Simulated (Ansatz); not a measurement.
Cl3Y, charge +1, doublet, at a GFN2-xTB geometry (such geometries of metal compounds can be far from the true shape) (the multiplicity is a formal guess) (core potentials on Y), atoms displaced at random by about 0.05 Å a coordinate. Base run: B3LYP/def2-SVP (Ansatz, a program for electronic structure).

The Ansatz input:
Ansatz 0.2 input:
```yaml
crystal:
  periodic: [false, false, false]
  atoms:
    - {symbol: Y, position_ang: [0.33706407, 0.69521007, 0.40293755]}
    - {symbol: Cl, position_ang: [1.64882184, -0.94070649, -0.91546901]}
    - {symbol: Cl, position_ang: [-0.93745522, -1.27943508, 1.39364531]}
    - {symbol: Cl, position_ang: [-1.41388868, 0.53991943, -1.36323320]}
basis:
  gaussian:
    orbitals: def2-SVP
hamiltonian:
  xc: b3lyp
total_charge: 1
magnetization: {spin_polarized: true, initial_magnetization: 1}
relax: {}
```

Variants of this job, named by their change:

```csv
change,ΔE vs base (kJ/mol),optimiser steps,core-seconds (rough)
base,0.00,8,70
relax = f_tol: 0.0005,0.00,9,70
relax = escape_saddle: false,0.00,8,70
relax = max_displacement: 0.5,0.00,8,60
relax = f_tol: 0.05,0.00,7,50
relax = f_tol: 0.1,0.03,6,50
relax = f_tol: 0.002,0.00,9,70
```
